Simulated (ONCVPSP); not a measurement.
## Building the ONCV potential for Ar (Z = 18) (PBEsol, scalar-relativistic).

argon (Ar), optimised norm-conserving Vanderbilt (ONCV), made with ONCVPSP 4.0.1 (PBEsol, scalar-relativistic). Core [He], reference 2s2 2p6 3s2 3p6. Waves: 2s+3s: rc 0.75 bohr, ncon 3, nbas 6, qcut 12.7 1/bohr, 2 projectors; 2p+3p: rc 0.70 bohr, ncon 3, nbas 6, qcut 19.4 1/bohr, 2 projectors. Local part: polynomial inside 0.60 bohr (lpopt 3, dvloc0 0 Ha). Core correction: Teter function fitted to the true core (icmod 2), fcfact 0.3.

All-electron outer shells of the reference configuration (PBEsol, scalar-relativistic, ld1.x):

```
shell  level (eV)  outermost node (bohr)  outermost maximum (bohr)
   1s    -3115.58                      –                      0.06
   2s     -296.45                   0.12                      0.34
   2p     -229.66                      –                      0.28
   3s      -24.20                   0.52                      1.17
   3p      -10.23                   0.49                      1.30
```

(1) Estimate the cutoffs (Ha) at which the residual kinetic energy of the hardest occupied pseudo-wave falls to 1 and 0.1 mHa per electron.

(2) Does the potential have ghost states?

(3) Tests: 2s2 2p6 3s2 3p5; 2s2 2p6 3s2 3p4; 2s2 2p6 3s2 3p3; 2s2 2p6 3s2 3p5.5. Which has the largest error in its energy relative to the reference configuration, and how large is it?

## Answers

(1) 156 Ha and 174 Ha.

(2) No bound ghost flagged; no localised positive-energy state flagged.

(3) 2s2 2p6 3s2 3p3, with +13 meV (all-electron minus pseudo) on +87.14 eV.
